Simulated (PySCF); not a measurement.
Compound: PP3SSS nortricyclane, P4S3.
Structure used (PBE0-D3(BJ)/def2-SVP), in Å, numbered top down from 1:
```xyz
7
P4S3 angstrom
P      1.2303    1.1324   -0.4655
S      0.1690    0.1275   -2.0033
P     -1.1512   -1.1147   -0.9217
P     -1.5519    0.0598    0.9618
S     -0.4091    1.8131    0.6944
P     -0.0057   -1.5795    0.9632
S      1.8106   -0.5406    0.7026
```

Definitions: NICS(0) = −σiso at the ring centroid; NICS(1) = −σiso and NICS(1)zz = −σzz at ±1 Å along the ring normal z. Level: GIAO PBE0/pcSseg-1 (PySCF, non-relativistic, gas phase) on the PBE0-D3(BJ)/def2-SVP geometry, one conformer.

Ring bond lengths (Å), with Mayer bond orders in brackets: P1–S2 2.122 (0.93), S2–P3 2.111 (0.96), P3–P4 2.256 (0.85), P4–S5 2.110 (0.96), S5–P1 2.120 (0.93); P1–S2 2.122 (0.93), S2–P3 2.111 (0.96), P3–P6 2.254 (0.85), P6–S7 2.109 (0.96), S7–P1 2.121 (0.93); P3–P4 2.256 (0.85), P4–P6 2.253 (0.85), P6–P3 2.254 (0.85).

Task: What do the NICS probes read (ppm)?

Result: 
```json
{"ring": "P1–S2–P3–P4–S5", "type": "5-membered ring with 3 P and 2 S", "NICS(0)": "-29.4", "NICS(1), two faces": "-16.7 / -31.9", "NICS(1)zz, two faces": "-30.5 / -42.7", "rms pucker (Å)": "0.32", "centre to ring atoms, mean (Å)": "1.78"}
{"ring": "P1–S2–P3–P6–S7", "type": "5-membered ring with 3 P and 2 S", "NICS(0)": "-29.4", "NICS(1), two faces": "-31.9 / -16.7", "NICS(1)zz, two faces": "-42.7 / -30.5", "rms pucker (Å)": "0.32", "centre to ring atoms, mean (Å)": "1.77"}
{"ring": "P3–P4–P6", "type": "3-membered ring with 3 P", "NICS(0)": "-37.1", "NICS(1), two faces": "-32.4 / -11.7", "NICS(1)zz, two faces": "-18.1 / -23.7", "rms pucker (Å)": "0.00", "centre to ring atoms, mean (Å)": "1.30"}
```

Task: What can be read from them?

Result: 
- P1–S2–P3–P4–S5: mean NICS(1)zz -36.6 ppm, shielded. P6, outside the ring, lies 1.62 Å from a NICS(1) probe. The ring is puckered (0.32 Å rms). The two faces differ by 12.2 ppm, so no symmetry operation interchanges them. NICS(0) lies 5 ppm below the mean NICS(1).
- P1–S2–P3–P6–S7: mean NICS(1)zz -36.6 ppm, shielded. P4, outside the ring, lies 1.62 Å from a NICS(1) probe. The ring is puckered (0.32 Å rms). The two faces differ by 12.2 ppm, so no symmetry operation interchanges them. NICS(0) lies 5 ppm below the mean NICS(1).
- P3–P4–P6: mean NICS(1)zz -20.9 ppm, shielded. P1, outside the ring, lies 2.04 Å from a NICS(1) probe. The two faces differ by 5.6 ppm, so no symmetry operation interchanges them. NICS(0) lies 15 ppm below the mean NICS(1).

Task: Give the inner angles of the rings and the Hirshfeld charges of the ring atoms.

Result: 
- P1–S2–P3–P4–S5: P1 99.3° (+0.121 e), S2 102.7° (-0.075 e), P3 103.4° (+0.034 e), P4 103.3° (+0.034 e), S5 102.8° (-0.075 e); sum 511.6° against 540° for a flat convex ring.
- P1–S2–P3–P6–S7: P1 99.3° (+0.121 e), S2 102.7° (-0.075 e), P3 103.4° (+0.034 e), P6 103.5° (+0.034 e), S7 102.8° (-0.075 e); sum 511.7° against 540° for a flat convex ring.
- P3–P4–P6: P3 60.0° (+0.034 e), P4 60.0° (+0.034 e), P6 60.1° (+0.034 e); sum 180.0° against 180° for a flat convex ring.

Task: What are the shieldings of the ring atoms and their hydrogens in the same run (means over atoms taken as equivalent)?

Result: 
```tsv
atoms	environment	σ isotropic (ppm)
P1	phosphorus bonded to 3 S	218.6
S2 (×3)	sulfur bonded to 2 P	344.4
P3 (×3)	phosphorus bonded to 2 P and S	442.2
```

Task: How do the values depend on the level or the medium?

Result: 
```tsv
level	NICS(0), P1–S2–P3–P4–S5	mean NICS(1)zz, P1–S2–P3–P4–S5	NICS(0), P1–S2–P3–P6–S7	mean NICS(1)zz, P1–S2–P3–P6–S7	NICS(0), P3–P4–P6	mean NICS(1)zz, P3–P4–P6
PBE0/pcSseg-1, gas	-29.4	-36.6	-29.4	-36.6	-37.1	-20.9
wB97X-D/pcSseg-1, gas	-28.0	-34.7	-28.0	-34.7	-36.2	-20.9
```

The geometry is the same throughout.
